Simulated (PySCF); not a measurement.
Ge(F)2(Br)(NH2) (BrF2GeH2N), SMILES [NH2][Ge]([F])([F])[Br].

Coordinates come from a B3LYP-D3(BJ)/def2-SVP optimisation. This is a generated structure with no PubChem entry under its InChIKey; it may be hypothetical. Other conformers were not sampled.

Two levels are set side by side: PBE/def2-TZVP (PySCF) and ωB97X/def2-TZVP (PySCF). Same geometry, gas phase. Differences are taken from unrounded values.

```json
[
 {"quantity": "orbital gap (eV)", "ωB97X": "11.84"},
 {"quantity": "highest occupied level (eV)", "ωB97X": "-11.06"},
 {"quantity": "lowest empty level (eV)", "ωB97X": "0.78"},
 {"quantity": "dipole moment (D)", "ωB97X": "3.33"},
 {"quantity": "mean polarisability (bohr³)", "ωB97X": "52.3"}
]
```

Q: What does PBE give, and how far is it from ωB97X? (Estimate from the structure and the level; the computed values follow.)

A: 
| quantity | PBE | PBE minus ωB97X |
|---|---|---|
| orbital gap (eV) | 4.83 | -7.01 |
| highest occupied level (eV) | -7.19 | 3.87 |
| lowest empty level (eV) | -2.36 | -3.14 |
| dipole moment (D) | 3.20 | -0.13 |
| mean polarisability (bohr³) | 55.6 | 3.3 |

Without exact exchange PBE keeps part of each electron's self-repulsion, which lifts occupied levels and narrows the gap. Loosely held outer electrons make PBE densities more polarisable. Differences between two approximate levels are no errors against the true value.

Rough cost on one machine, each run with all the roots and properties that it gave: ωB97X against PBE within a factor of 2.
